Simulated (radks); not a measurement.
Values are calculated unless marked as measured or tabulated.
Rb III, 35 electrons, occupied as [Ar] 3d10 4s2 4p5. Code: a radial shooting solver on a logarithmic mesh with Libxc functionals. Model: Dirac Kohn-Sham, PBE, spin-unpolarised, spherical densities, point nucleus; open shells are shared between the two j in proportion to 2j + 1; speed of light set to 13703.6 atomic units (100 times the physical value, a model run).

Normalised radial functions P(r) = r R(r) (large component), r in bohr:

```
   r/bohr * 3d3/2, o 4p1/2, + 4p3/2 (the largest magnitude, 1.39, reaches the edge; | marks zero, & curves that meet)
 0.003396                             &
 0.005067                             &
 0.007499                             &
   0.0111                             &
  0.01656                             *&
   0.0245                             *&
  0.03655                             |*&
   0.0541                             | * &
  0.08006                             |   *&
   0.1194                             |    &  *
   0.1768                             |&             *
   0.2616                        &    |                      *
   0.3902                     &       |                          *
   0.5775                          &  |                      *
   0.8616                             |        &   *
    1.275                             |    *           &
    1.887                             |*            &
    2.815                             *     &
    4.166                             *&
```

3d3/2: eigenvalue -126.12 eV, 0 radial nodes, <r> = 0.523 bohr, 90 % of the charge inside 0.850 bohr. 4p1/2: eigenvalue -33.688 eV, 2 radial nodes at r = 0.190, 0.645 bohr, <r> = 1.64 bohr, 90 % of the charge inside 2.45 bohr. 4p3/2: eigenvalue -33.688 eV, 2 radial nodes at r = 0.190, 0.645 bohr, <r> = 1.64 bohr, 90 % of the charge inside 2.45 bohr.
